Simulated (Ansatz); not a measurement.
# GaSiH3F2 (SMILES [F][Ga]([F])[SiH3]): the energy, rung by rung

The species is GaSiH3F2 (7 atoms), meant as a singlet with charge 0. SMILES: `[F][Ga]([F])[SiH3]`. The shape was relaxed beforehand at B3LYP/def2-SVP.

| atom | x (Å) | y (Å) | z (Å) |
| --- | --- | --- | --- |
| F | 0.3434 | -1.7279 | 2.0531 |
| Ga | 0.7535 | -0.8791 | 0.5692 |
| F | 2.3171 | -1.4175 | -0.0267 |
| Si | -0.6395 | 0.7657 | -0.4894 |
| H | 0.1891 | 1.6022 | -1.3995 |
| H | -1.2749 | 1.6090 | 0.5602 |
| H | -1.6886 | 0.0477 | -1.2670 |

Each level gives the dissociation energy of the H5–Si4 bond into doublet H and doublet GaSiH2F2 (shapes relaxed at B3LYP/def2-SVP, no zero-point term) (eV). The values are calculated.

```
           level                    kind  program  value (eV)
     HF/def2-SVP            Hartree–Fock   Ansatz        3.07
    PBE/def2-SVP                     GGA   Ansatz        3.74
 r2SCAN/def2-SVP                meta-GGA   Ansatz        3.75
  B3LYP/def2-SVP           global hybrid   Ansatz        3.89
wB97M-V/def2-SVP  range-separated hybrid   Ansatz        4.00
```

All-electron rows without a relativistic Hamiltonian named are non-relativistic. The values span 3.07 to 4.00 eV. Hartree–Fock misses the correlation of the electron pair that is broken and comes out low. Measured bond enthalpies also hold zero-point and thermal terms, a few tenths of an eV less.
